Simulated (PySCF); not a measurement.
Job for PySCF: R-B3LYP/LANL2DZ on FHMgSe (SMILES [F][Mg][SeH]), a point of a bond scan (R = 1.622 Å).

```python
from pyscf import gto, scf, dft, mp
from pyscf.data.elements import chemcore

mol = gto.M(
    atom='''
    Mg    0.53471100   -1.04785740    0.34360513
    F     1.29905719   -2.54739150    0.84087691
    Se   -0.50665601    1.00609324   -0.37394579
    H    -0.91925106    1.32239710    1.16269782
    ''',
    basis='lanl2dz',
    ecp={'Mg': 'lanl2dz', 'Se': 'lanl2dz'},
    charge=0, spin=0, verbose=3, max_memory=1800)
mf = dft.RKS(mol, xc='b3lyp')
mf.conv_tol = 1e-8
mf.max_cycle = 100
mf.kernel()
if not mf.converged:
    mf = mf.newton().run(mf.mo_coeff, mf.mo_occ)
```

**Question.** What total energy does the run end on?

**Answer.** -110.6165 hartree.
